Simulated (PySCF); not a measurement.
SMILES C[CH2][AlH][O]C at its B3LYP/def2-SVP optimised geometry (Å):

```
14

Al    -0.4464     0.3424     0.0000
H     -1.3525     1.6496     0.0000
C      1.5164     0.3424     0.0000
C      2.2076     1.7128    -0.0991
H      1.8495    -0.3185    -0.8228
H      1.8406    -0.1839     0.9188
H      1.9176     2.3824     0.7284
H      1.9490     2.2376    -1.0345
H      3.3077     1.6275    -0.0727
O     -1.2253    -1.1742     0.0088
C     -2.5074    -1.7258     0.0235
H     -2.6554    -2.3476     0.9260
H     -3.3077    -0.9596     0.0109
H     -2.6600    -2.3824    -0.8532
```

Level of theory: B3LYP/def2-TZVP (PySCF).

Map of the Laplacian of the electron density (e/bohr⁵) on the plane z = 1.5 Å:

```
|                               |
|                               |
|                               |
|                               |
|                               |
|                               |
|                               |
|                   .::.        |
|                  .:+=:.       |
|                  .-++:.       |
|                  .:--:.       |
|                  ..::..       |
|                 ..:::.        |
|                ..:--:.        |
|                .:-*#=:        |
|                .:=%@#:        |
|           ...  ..-#@#:        |
|         ..::..  ..-=-.        |
|      ..:.:::..    ..          |
|     .:---:::.                 |
|     .-*#+-..                  |
|     .=@@#-.                   |
|     .-%@*:                    |
|      .-=:.                    |
|        .                      |
|                               |
|                               |
|                               |
|                               |
|                               |
|                               |
```
Scale: ten equal steps from 0.000 (start of ' ') to 0.075 (end of '@'), in the order ' .:-=+*#%@'; x runs from -5.50 to 5.50, y from -5.50 (bottom) to 5.50 (top).
